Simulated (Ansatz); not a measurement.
`CC[SiH2]C=S` + H–F → `F[SiH2]C=S` + `CC` at 298.15 K and 1 bar (ligand exchange at the Si–C bond).

Program: Ansatz. Geometries: PBE0-D4/def2-TZVP. ΔE: electronic, gas phase. CBS: MP2 limit from def2 TZ/QZ plus the TZ coupled-cluster correction, frozen cores. This one scheme is used for every species. Each species was taken in one conformer, which may not be the lowest.

```csv
species,CCSD(T)/CBS energy (Eh),H − E (kJ/mol),S (J/(mol·K))
`CC[SiH2]C=S`,-805.80454,282.0,363.2
H–F,-100.39570,33.5,173.6
`F[SiH2]C=S`,-826.53208,111.9,318.9
`CC`,-79.71954,207.7,227.7
```

H − E and S are ideal-gas, rigid-rotor, harmonic terms from PBE0-D4/def2-TZVP, for one conformer and one mirror image of each species. 1 Eh = 2625.50 kJ/mol, R = 8.31446 J/(mol·K).

Problem. By hand: ΔE, ΔH, ΔS and ΔG.

Solution. ΔE = (-826.53208) + (-79.71954) − (-805.80454) − (-100.39570) = -0.05138 Eh = -134.9 kJ/mol. Δ(H − E) = 111.9 + 207.7 − 282.0 − 33.5 = 4.1, so ΔH = -130.8 kJ/mol. ΔS = 318.9 + 227.7 − 363.2 − 173.6 = 9.8 J/(mol·K). ΔG = -130.8 − 298.15 × (9.8)/1000 = -133.7 kJ/mol.

Problem. By hand: the equilibrium constant, and the temperature at which ΔG would vanish if ΔH and ΔS stayed fixed.

Solution. log₁₀ K = −ΔG/(RT ln 10) = 23.4. ΔH and −TΔS have one sign here, so there is no such temperature.

The number of gas molecules stays the same, so ΔS is small and ΔH decides. A doubt of 5 kJ/mol in ΔE shifts log₁₀ K by 0.9 here. Other conformers and mirror images would add mixing entropy, several J/(mol·K) or more a flexible species. These are equilibria of isolated gas molecules and say nothing of rates. Largest T1 diagnostic: 0.015 (customary marks: 0.02 for closed shells, 0.045 for open ones).

ΔS is within the doubt of such terms, so its sign, and with it that verdict, could turn.
